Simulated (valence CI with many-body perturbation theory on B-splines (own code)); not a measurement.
# Er⁵⁵⁺: electric-dipole lines

Method: relativistic CI+MBPT: three valence electrons over a frozen Dirac-Fock core [Ne], radial functions for each j: 11 s, 11 p, 10 d, 8 f, 5 g, 2 h, with the one-electron correlation potential Σ1 (screened to all orders), the two-electron term Σ2, the three-electron term Σ3, Breit, model QED; selected single and double excitations, second order for the rest, scaled by the run's own slope (own B-spline code, finite nucleus).

The last digits are not significant, and no measured levels were compared; by estimate large intervals hold to a few tenths of a per cent, small ones and those within an open d or f shell to about a per cent.

Lines 1 to 50 of 588 in falling wavelength, among levels below 21492 × 10³ cm⁻¹, chosen from the strongest by gf and those to the six lowest levels. Wavelengths and rates use the calculated energies. Electric multipoles are in the length gauge with retardation, E1 and E2 with the static RPA response of the core. Weak lines are less certain than strong ones. Lines between different terms over intervals too small for the method are left out, as are lines whose strength nearly cancels. The highest levels of a list are the least certain.

Levels are named by their leading jj configuration (3d3/2^4 stands for four electrons in 3d with j = 3/2), which in mixed levels can hold well under half, so a name can repeat and another be missing. Letters in brackets count levels of one name in rising energy.

```
λ vac (Å)                          Upper                       Lower   A (s⁻¹)  log gf  Branch %
    203.9     (3s 3p1/2 4p1/2) J=1/2 [a]     (3s 3p1/2 4s) J=1/2 [a]  9.03e+09   -0.95       0.0
    198.6         (3s 3p1/2 4p1/2) J=3/2         (3s 3p1/2 4s) J=3/2  5.92e+09   -0.85       0.0
    188.5             (3s^2 4p1/2) J=1/2             (3s^2 4s) J=1/2  1.21e+10   -0.89       0.1
    161.5     (3s 3p1/2 4p1/2) J=1/2 [b]         (3s 3p1/2 4s) J=3/2  1.56e+10   -0.91       0.1
    127.4             (3s^2 3p3/2) J=3/2          (3s 3p1/2^2) J=1/2  5.16e+07   -3.30      43.2
    103.7     (3s 3p1/2 3p3/2) J=3/2 [a]          (3s^2 3p3/2) J=3/2  1.60e+09   -1.99      24.0
    99.63  (3p1/2 3p3/2 3d5/2) J=7/2 [b]  (3s 3p3/2 3d5/2) J=5/2 [b]  9.77e+09   -0.93       1.5
    97.73      (3p1/2 3p3/2 3d5/2) J=9/2  (3s 3p3/2 3d5/2) J=7/2 [b]  7.99e+09   -0.94       1.7
    97.62          (3p1/2 3d3/2^2) J=5/2          (3s 3d3/2^2) J=3/2  1.13e+10   -1.01       3.7
    96.58      (3p1/2 3d3/2 3d5/2) J=9/2  (3s 3d3/2 3d5/2) J=7/2 [b]  1.89e+10   -0.58       9.3
    93.71  (3p1/2 3d3/2 3d5/2) J=7/2 [a]  (3s 3d3/2 3d5/2) J=5/2 [a]  9.56e+09   -1.00       4.8
    91.53         (3s 3p1/2 3d5/2) J=7/2          (3s^2 3d5/2) J=5/2  1.78e+10   -0.75      12.7
    91.41         (3s 3p1/2 3p3/2) J=5/2          (3s^2 3p3/2) J=3/2  1.07e+10   -1.10     100.0
    90.84  (3p1/2 3d3/2 3d5/2) J=7/2 [a]  (3s 3d3/2 3d5/2) J=7/2 [a]  9.54e+09   -1.02       4.8
    90.73      (3p1/2 3d3/2 3d5/2) J=9/2      (3s 3d3/2 3d5/2) J=9/2  9.89e+09   -0.91       4.9
    90.41          (3p1/2 3d5/2^2) J=9/2          (3s 3d5/2^2) J=7/2  3.06e+10   -0.43      11.1
    89.29          (3p1/2 3d5/2^2) J=5/2          (3s 3d5/2^2) J=3/2  2.39e+10   -0.77       6.6
    86.41      (3p1/2 3p3/2 3d5/2) J=9/2  (3s 3p3/2 3d5/2) J=7/2 [a]  1.21e+10   -0.87       2.6
    85.78          (3p1/2^2 3p3/2) J=3/2  (3s 3p1/2 3p3/2) J=3/2 [b]  6.50e+09   -1.54       2.4
    85.48     (3s 3p1/2 3d5/2) J=5/2 [b]          (3s^2 3d5/2) J=5/2  1.36e+10   -1.05       7.7
    84.87             (3s 3p1/2^2) J=1/2          (3s^2 3p1/2) J=1/2  2.87e+10   -1.21     100.0
    84.15          (3p1/2 3d5/2^2) J=1/2          (3s 3d5/2^2) J=1/2  5.15e+10   -0.96      10.1
    83.93  (3p1/2 3d3/2 3d5/2) J=5/2 [b]  (3s 3d3/2 3d5/2) J=5/2 [b]  1.65e+10   -0.98       1.2
    83.72      (3p1/2 3p3/2 3d3/2) J=7/2      (3s 3p3/2 3d3/2) J=7/2  1.50e+10   -0.90       2.0
    82.68  (3p1/2 3p3/2 3d5/2) J=5/2 [a]  (3s 3p3/2 3d5/2) J=3/2 [a]  1.47e+10   -1.04       0.9
    82.62          (3p1/2 3d5/2^2) J=3/2          (3s 3d5/2^2) J=5/2  3.69e+10   -0.82       8.3
    82.42  (3p1/2 3p3/2 3d5/2) J=3/2 [b]      (3s 3p3/2 3d5/2) J=1/2  2.27e+10   -1.03       2.1
    82.15          (3p1/2^2 3d5/2) J=5/2      (3s 3p1/2 3d5/2) J=3/2  2.98e+10   -0.74      12.7
    81.68          (3p1/2 3d5/2^2) J=5/2          (3s 3d5/2^2) J=5/2  2.83e+10   -0.77       7.8
    81.45  (3p1/2 3d3/2 3d5/2) J=7/2 [b]  (3s 3d3/2 3d5/2) J=7/2 [b]  1.28e+10   -0.99       1.1
    81.02          (3p1/2 3d5/2^2) J=7/2          (3s 3d5/2^2) J=9/2  3.59e+10   -0.55       8.8
    79.88  (3p1/2 3p3/2 3d5/2) J=3/2 [a]  (3s 3p3/2 3d5/2) J=5/2 [a]  3.20e+10   -0.91       3.6
    79.84     (3s 3p1/2 3p3/2) J=3/2 [b]          (3s^2 3p3/2) J=3/2  1.89e+10   -1.14       4.4
    79.61          (3p1/2^2 3d5/2) J=5/2  (3s 3p1/2 3d5/2) J=5/2 [b]  3.11e+10   -0.75      13.2
    79.39          (3p1/2 3d5/2^2) J=9/2          (3s 3d5/2^2) J=9/2  2.47e+10   -0.63       8.9
    78.45     (3s 3p1/2 3d3/2) J=3/2 [a]  (3s 3p1/2 3p3/2) J=3/2 [b]  1.83e+10   -1.17      11.0
    77.25  (3p1/2 3d3/2 3d5/2) J=7/2 [b]      (3s 3d3/2 3d5/2) J=9/2  4.09e+10   -0.53       3.5
    76.71  (3p1/2 3p3/2 3d5/2) J=7/2 [b]  (3s 3p3/2 3d5/2) J=7/2 [a]  1.86e+10   -0.88       2.9
    76.33          (3p1/2 3p3/2^2) J=5/2          (3s 3p3/2^2) J=5/2  2.24e+10   -0.93       3.0
    75.51          (3p1/2^2 3p3/2) J=3/2      (3s 3p1/2 3p3/2) J=5/2  4.13e+10   -0.85      15.0
    75.51         (3s 3p1/2 3p3/2) J=1/2          (3s^2 3p3/2) J=3/2  2.54e+10   -1.36       1.8
    75.47  (3p1/2 3p3/2 3d5/2) J=5/2 [b]  (3s 3p3/2 3d5/2) J=7/2 [a]  2.74e+10   -0.85       2.5
    75.05          (3p1/2^2 3d3/2) J=3/2      (3s 3p1/2 3d3/2) J=5/2  6.37e+10   -0.67      48.5
    74.99          (3p1/2^2 3d5/2) J=5/2      (3s 3p1/2 3d5/2) J=7/2  5.82e+10   -0.53      24.7
    74.92  (3p1/2 3p3/2 3d5/2) J=7/2 [a]      (3s 3p3/2 3d5/2) J=9/2  4.44e+10   -0.52       5.5
    74.47          (3p1/2 3p3/2^2) J=3/2          (3s 3p3/2^2) J=5/2  4.23e+10   -0.85       2.5
    74.30             (3s^2 4p3/2) J=3/2             (3s^2 4s) J=1/2  2.34e+11   -0.11       2.4
    73.10         (3s 3p1/2 3d3/2) J=5/2  (3s 3p1/2 3p3/2) J=3/2 [b]  4.85e+09   -1.63      22.6
    72.79  (3p1/2 3d3/2 3d5/2) J=5/2 [b]  (3s 3d3/2 3d5/2) J=7/2 [a]  2.51e+10   -0.92       1.8
    72.61  (3p1/2 3p3/2 3d3/2) J=5/2 [b]      (3s 3p3/2 3d3/2) J=7/2  5.08e+10   -0.62       3.1
```

(1) How does gf follow from A for the line at 83.72 Å?

## Answers

(1) gf = 1.4992 × (2J+1)_upper × A / σ², with σ = 1194412 cm⁻¹ and 2J+1 = 8: gf = 0.126.
